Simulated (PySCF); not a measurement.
Isomers of C5H12O2Si and their computed core-level spectra.

The calculation used delta-SCF UKS SCAN, pcX-2 on the ionised atom, pcseg-1 elsewhere, spin-free X2C in PySCF 2.14.0. Geometries: PBE0-D3(BJ)/def2-SVP; isolated species, one conformer each.

Line lists (1s up to Mg, 2p3/2 beyond; areas count atoms within a level, one atom standing for each set equivalent by bonding):
1. C 1s: 289.99 (area 1), 290.66 (area 2), 292.25 (area 1), 292.28 (area 1) eV; O 1s: 537.90 (area 1), 538.46 (area 1) eV; Si 2p3/2: 107.79 eV
2. C 1s: 290.15 (area 1), 290.67 (area 1), 290.69 (area 1), 291.91 (area 1), 293.27 (area 1) eV; O 1s: 537.60 (area 1), 538.13 (area 1) eV; Si 2p3/2: 106.99 eV
3. C 1s: 290.00 (area 1), 290.47 (area 2), 292.21 (area 2) eV; O 1s: 537.83 eV; Si 2p3/2: 107.04 eV

Structures:
A. `CO[SiH](OC)C1CC1`
B. `C=CO[SiH2]OC(C)C`
C. `O(CC)[C@H]1O[SiH2]CC1`

Q: Match each list to its structure.

A: 
- 1 = B: no other candidate has these counts of sites. C 1s: 289.99 terminal =CH2 carbon, 290.66 methyl carbon (×2), 292.25 vinylic carbon bearing oxygen, 292.28 sp3 carbon bound to oxygen; O 1s: 537.90 silyl ether oxygen, 538.46 silyl ether oxygen; Si 2p3/2: 107.79 oxygen-bound silicon.
- 2 = C: no other candidate has these counts of sites. C 1s: 290.15 sp3 carbon bound to silicon, 290.67 methyl carbon, 290.69 ring CH2 carbon, 291.91 sp3 carbon bound to oxygen, 293.27 sp3 carbon bearing two oxygens; O 1s: 537.60 silyl ether oxygen, 538.13 ether oxygen; Si 2p3/2: 106.99 oxygen-bound silicon.
- 3 = A: no other candidate has these counts of sites. C 1s: 290.00 sp3 carbon bound to silicon, 290.47 three-membered-ring carbon (×2), 292.21 methoxy carbon (×2); O 1s: 537.83 silyl ether oxygen (×2); Si 2p3/2: 107.04 oxygen-bound silicon.

The 2p values add to the ΔSCF energy of one spin-free hole a correction within the shell (spin–orbit coupling, ligand field). 1 of these hole states is spin-contaminated (⟨S²⟩ 0.85, against 0.75; counted from 0.85) and less certain.
